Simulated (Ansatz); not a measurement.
Basis sets compared for H₂Au₂ (the lowest singlet isomer of a short search). Charge 0, multiplicity 1. Geometry r2SCAN-D4/def2-TZVP. Ansatz on 4 threads of Arm Neoverse V1 on a shared host; times are rough, and most runs start from earlier orbitals.

Cartesian coordinates in Å:
```
Au -0.1568 -0.6674 0.1122
Au 0.4852 1.5118 -1.3410
H 0.2042 1.0654 0.2059
H -0.5327 -1.9098 1.0229
```

In the def2 sets Au takes a core potential; there is no spin–orbit coupling. The structure comes from a short search, and lower isomers may exist.

Binding counts from free atoms (Au doublet, H doublet) in the same basis, without a counterpoise term.

| level | functions | energy (Eh) | HOMO (eV) | LUMO (eV) | binding per atom (eV) | wall time |
| --- | --- | --- | --- | --- | --- | --- |
| PBE-D4/def2-SVP | 74 | -272.7441 | -6.30 | -3.81 | 1.81 | 0.65 s |
| PBE-D4/def2-TZVP (with forces) | 92 | -272.7614 | -6.30 | -3.94 | 1.84 | 0.9 s |
| r2SCAN-D4/def2-TZVP | 92 | -272.7940 | -6.47 | -3.76 | 1.88 | 1.6 s |
| PBE0-D4/def2-SVP | 74 | -272.6422 | -7.10 | -3.10 | 1.69 | 0.7 s |
| PBE0-D4/def2-TZVP | 92 | -272.6595 | -7.10 | -3.21 | 1.72 | 1.3 s |

**Question.** Estimate the rows for PBE-D4/def2-TZVPD, r2SCAN-D4/def2-TZVPD, PBE0-D4/def2-TZVPD.

**Answer.** 
```tsv
level	functions	energy (Eh)	HOMO (eV)	LUMO (eV)	binding per atom (eV)	wall time
PBE-D4/def2-TZVPD	104	-272.7630	-6.29	-3.97	1.85	0.85 s
r2SCAN-D4/def2-TZVPD	104	-272.7955	-6.45	-3.79	1.89	1.8 s
PBE0-D4/def2-TZVPD	104	-272.6612	-7.08	-3.23	1.73	1.1 s
```
